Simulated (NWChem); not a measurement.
C₂H₇OSi cation

```xyz
11

C     -0.9408    -1.5236     0.0931
Si     0.0387     0.0028    -0.0281
C     -0.6423     1.6947     0.0216
O      1.6128    -0.2538    -0.1776
H     -1.6267    -1.4723     0.9554
H     -1.5664    -1.6313    -0.8110
H     -0.2860    -2.4023     0.1844
H      0.0873     2.4594    -0.2818
H     -0.9756     1.9141     1.0527
H     -1.5356     1.7590    -0.6227
H      2.3186     0.4014    -0.2659
```
Atoms are numbered in this order, from 1.

Computed with NWChem. Pople sets run with spherical d functions. Coordinates come from a PBE0/def2-SVP optimisation. Atomic charges in e: unrestrained fits to the electrostatic potential beside Mulliken populations; buried atoms are poorly determined by the fit.

Q: Estimate the computed values for Hartree-Fock/6-31G*. Quantities: ESP C1; Mulliken C1; ESP Si2; Mulliken Si2; ESP C3; Mulliken C3; ESP O4; Mulliken O4; relative RMS misfit of the potential (%).

A: 
* **ESP C1**: -0.58
* **Mulliken C1**: -0.85
* **ESP Si2**: 1.35
* **Mulliken Si2**: 1.33
* **ESP C3**: -0.70
* **Mulliken C3**: -0.87
* **ESP O4**: -0.75
* **Mulliken O4**: -0.81
* **relative RMS misfit of the potential (%)**: 2
